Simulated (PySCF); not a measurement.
Computed shifts of a molecule C3H10Si, HF/pcSseg-1 (PySCF), GIAO, gas phase, atoms alike by connectivity averaged where their shifts nearly agree, in ppm (number of nuclei): ²⁹Si: -55.8 (1). ¹³C: 22.0 (1), 21.9 (1), 12.1 (1). ¹H: 3.92 (3), 1.44 (3), 1.40 (2), 0.67 (2). References: ²⁹Si against TMS (σ = 393.8 ppm); ¹³C against TMS (σ = 192.6 ppm); ¹H against TMS (σ = 31.99 ppm), references at their B3LYP-D3(BJ)/def2-TZVP geometries, non-relativistic. Coordinates come from a B3LYP-D3(BJ)/def2-SVP optimisation. The values are those of a single conformer.

Question: Which molecule gave these data?
A) CC[SiH2]C
B) C[SiH](C)C
C) CCC[SiH3]
D) CC(C)[SiH3]

Answer: C, CCC[SiH3]
